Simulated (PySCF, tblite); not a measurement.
Species: C8H11P.
SMILES: `c1pcc(C)c(c1C)C`

Theory: PBE0/pcSseg-1 in PySCF (dipole) on a GFN2-xTB geometry, gas phase.

Take the most abundant isotopes and a rigid rotor. 

(1) What are A, B and C (cm⁻¹)?

(2) What kind of rotor is it?

(3) What does the inertial defect say?

(4) Give the coordinates in the principal-axis frame, origin at the centre of mass.

(5) List the rotational levels J(Ka,Kc) to J = 3 (MHz).

(6) Predict some low-J microwave lines.

Answers

(1) Ia = 295.67, Ib = 339.70, Ic = 625.88 u·Å²; 505379 MHz·u·Å²/I gives 1709, 1488 and 807.5 MHz, that is A = 0.05702, B = 0.04963, C = 0.02693 cm⁻¹.

(2) An asymmetric top. Ray's parameter κ = (2B − A − C)/(A − C) = 0.509; −1 is the prolate and +1 the oblate limit.

(3) Not planar: Δ = Ic − Ia − Ib = -9.48 u·Å². For a rigid frame Δ = −2 Σ m c², so Σ m c² = 4.74 u·Å² lies off the ab plane: 4.71 from hydrogen and 0.03 from heavier atoms. The atom farthest from that plane is 0.91 Å away.

(4) The sense of each axis is arbitrary; atoms in the order of the calculation.
```tsv
atom	mass (u)	a (Å)	b (Å)	c (Å)
C1	12.000	1.017	-2.565	-0.024
C2	12.000	0.300	-1.241	-0.003
C3	12.000	-1.083	-1.275	-0.004
P4	30.974	-2.154	0.080	0.010
C5	12.000	-0.986	1.353	-0.003
C6	12.000	0.388	1.206	-0.004
C7	12.000	1.222	2.456	-0.025
C8	12.000	1.025	-0.043	0.013
C9	12.000	2.527	-0.060	0.032
H10	1.008	1.588	-2.711	0.892
H11	1.008	0.302	-3.380	-0.106
H12	1.008	1.698	-2.626	-0.871
H13	1.008	-1.562	-2.247	-0.013
H14	1.008	-1.386	2.360	-0.012
H15	1.008	1.789	2.555	0.901
H16	1.008	0.592	3.335	-0.132
H17	1.008	1.931	2.437	-0.851
H18	1.008	2.921	0.320	-0.911
H19	1.008	2.925	-1.055	0.189
H20	1.008	2.901	0.583	0.828
```

(5) Above 0(0,0):
J = 1: 1(0,1) 2295, 1(1,1) 2517, 1(1,0) 3197
J = 2: 2(0,2) 6381, 2(1,2) 6427, 2(1,1) 8468, 2(2,1) 9132, 2(2,0) 9637
J = 3: 3(0,3) 12030, 3(1,3) 12036, 3(1,2) 15800, 3(2,2) 16018, 3(2,1) 17759, 3(3,1) 19082, 3(3,0) 19400
The levels of one J sum to (2J + 1)J(J + 1)(A + B + C)/3.

(6) The dipole components are |μa| = 2.71 D, |μb| = 0.07 D, |μc| = 0.01 D. Intensities carry the squares of the components, which stand as 1.00 : 0.00 : 0.00 (a : b : c). Some lines, for components of 0.1 D or more:

```json
{"type": "a", "branch": "Q", "J(Ka,Kc)": "3(3,0) ← 3(3,1)", "MHz": "318", "lower level (cm⁻¹)": "0.637"}
{"type": "a", "branch": "Q", "J(Ka,Kc)": "1(1,0) ← 1(1,1)", "MHz": "680", "lower level (cm⁻¹)": "0.084"}
{"type": "a", "branch": "Q", "J(Ka,Kc)": "2(1,1) ← 2(1,2)", "MHz": "2041", "lower level (cm⁻¹)": "0.214"}
{"type": "a", "branch": "Q", "J(Ka,Kc)": "4(2,2) ← 4(2,3)", "MHz": "3502", "lower level (cm⁻¹)": "0.826"}
{"type": "a", "branch": "R", "J(Ka,Kc)": "3(1,3) ← 2(1,2)", "MHz": "5610", "lower level (cm⁻¹)": "0.214"}
{"type": "a", "branch": "R", "J(Ka,Kc)": "3(0,3) ← 2(0,2)", "MHz": "5649", "lower level (cm⁻¹)": "0.213"}
{"type": "a", "branch": "R", "J(Ka,Kc)": "5(0,5) ← 4(0,4)", "MHz": "8859", "lower level (cm⁻¹)": "0.643"}
{"type": "a", "branch": "R", "J(Ka,Kc)": "4(3,2) ← 3(3,1)", "MHz": "9760", "lower level (cm⁻¹)": "0.637"}
{"type": "a", "branch": "R", "J(Ka,Kc)": "4(3,1) ← 3(3,0)", "MHz": "10816", "lower level (cm⁻¹)": "0.647"}
{"type": "a", "branch": "R", "J(Ka,Kc)": "5(4,1) ← 4(4,0)", "MHz": "13349", "lower level (cm⁻¹)": "1.086"}
```

Its GFN2-xTB frequencies are all real (lowest 30 cm⁻¹). No vibrational averaging or centrifugal distortion is included, and the geometry carries the error of its method. A rigid rotor knows nothing of internal rotation, which can split or shift real lines.
